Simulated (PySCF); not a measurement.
## Assigning NMR signals

Molfile (atoms numbered from 1):
```
C4H15NSi3
     RDKit          3D

 23 23  0  0  0  0  0  0  0  0999 V2000
    1.4176   -1.2994    0.5249 C   0  0  0  0  0  0  0  0  0  0  0  0
    1.1021   -0.5693   -0.7719 C   0  0  2  0  0  0  0  0  0  0  0  0
    2.2084    0.9601   -1.0926 Si  0  0  0  0  0  4  0  0  0  0  0  0
    0.5881    1.7042   -0.4152 C   0  0  0  0  0  0  0  0  0  0  0  0
   -0.1352    0.3747   -0.6887 C   0  0  2  0  0  0  0  0  0  0  0  0
   -1.1991   -0.0269    0.2036 N   0  0  0  0  0  0  0  0  0  0  0  0
   -2.2240   -1.2680   -0.4516 Si  0  0  0  0  0  4  0  0  0  0  0  0
   -1.4096    0.7153    1.7566 Si  0  0  0  0  0  4  0  0  0  0  0  0
    2.3130   -1.9071    0.4047 H   0  0  0  0  0  0  0  0  0  0  0  0
    1.5900   -0.5956    1.3358 H   0  0  0  0  0  0  0  0  0  0  0  0
    0.5933   -1.9502    0.8136 H   0  0  0  0  0  0  0  0  0  0  0  0
    0.9911   -1.3076   -1.5689 H   0  0  0  0  0  0  0  0  0  0  0  0
    2.4853    1.2538   -2.4998 H   0  0  0  0  0  0  0  0  0  0  0  0
    3.4162    1.0992   -0.2805 H   0  0  0  0  0  0  0  0  0  0  0  0
    0.6535    1.9105    0.6499 H   0  0  0  0  0  0  0  0  0  0  0  0
    0.1275    2.5666   -0.8915 H   0  0  0  0  0  0  0  0  0  0  0  0
   -0.5561    0.4322   -1.7023 H   0  0  0  0  0  0  0  0  0  0  0  0
   -2.8662   -0.7424   -1.6633 H   0  0  0  0  0  0  0  0  0  0  0  0
   -3.2048   -1.6178    0.5666 H   0  0  0  0  0  0  0  0  0  0  0  0
   -1.4313   -2.4477   -0.8206 H   0  0  0  0  0  0  0  0  0  0  0  0
   -0.2013    0.6144    2.5877 H   0  0  0  0  0  0  0  0  0  0  0  0
   -2.4970   -0.0037    2.4110 H   0  0  0  0  0  0  0  0  0  0  0  0
   -1.7661    2.1315    1.6026 H   0  0  0  0  0  0  0  0  0  0  0  0
  1  2  1  0
  2  3  1  0
  3  4  1  0
  4  5  1  0
  5  6  1  0
  6  7  1  0
  6  8  1  0
  5  2  1  0
  1  9  1  0
  1 10  1  0
  1 11  1  0
  2 12  1  6
  3 13  1  0
  3 14  1  0
  4 15  1  0
  4 16  1  0
  5 17  1  6
  7 18  1  0
  7 19  1  0
  7 20  1  0
  8 21  1  0
  8 22  1  0
  8 23  1  0
M  END
```

Theoretical values (PySCF 2.14): shieldings: GIAO PBE0/pcSseg-1, geometry: GFN2-xTB. Non-relativistic, gas phase, single conformer, rapidly exchanging positions averaged.

Referencing at the same level of theory: 13C (186.93 ppm), 1H (31.72 ppm) against TMS.

Question: Assign these signals to the numbered atoms. 13C{1H} NMR (computed): δ 54.0 (CH), 29.0 (CH), 19.4 (CH2), 11.7 (CH3).

Answer: 
```tsv
δ (ppm)	atoms	environment	reason
54.0	C5	sp3 CH bonded to N	the inductive effect lowers its shielding
29.0	C2	sp3 CH bonded to Si	–
19.4	C4	sp3 CH2 bonded to Si	–
11.7	C1	methyl carbon	aliphatic region, no heteroatom directly attached
```

Question: Assign these signals to the numbered atoms. 1H NMR (400 MHz, computed): δ 4.73 (s, 6H), 4.52 (m, 1H), 4.22 (m, 1H), 3.68 (m, 1H), 2.17 (m, 1H), 2.01 (m, 1H), 1.99 (m, 1H), 1.26 (d, 3H).

Answer: 
| δ (ppm) | atoms | environment | reason |
| --- | --- | --- | --- |
| 4.73 | H18/H19/H20/H21/H22/H23 | hydrogen on a silicon bonded to N | – |
| 4.52 | H13 | hydrogen on a silicon bonded to 2 C, in a 4-membered ring | – |
| 4.22 | H14 | hydrogen on a silicon bonded to 2 C, in a 4-membered ring | – |
| 3.68 | H17 | hydrogen on an sp3 CH bonded to N | its carbon carries N, which withdraws density |
| 2.17 | H12 | hydrogen on an sp3 CH bonded to Si | – |
| 2.01 | H16 | hydrogen on an sp3 CH2 bonded to Si | – |
| 1.99 | H15 | hydrogen on an sp3 CH2 bonded to Si | – |
| 1.26 | H9/H10/H11 | hydrogen on a methyl carbon | – |

H16 and H15 lie closer than the usual error of such a calculation, so a measured spectrum could show them in the other order.

Shifts are as computed. Against solution values, carbons near 30 ppm lie about +3 ppm off and those near 130 ppm about +5 ppm. Of 1211 compounds with measured shifts, 218 miss one by over three times the rms of a fit or turn the order of signals round; such compounds aren't used in these exercises. Multiplicities follow the n + 1 count of equivalent neighbours, as no J values were calculated; m marks all less simple cases, F and P coupling included.
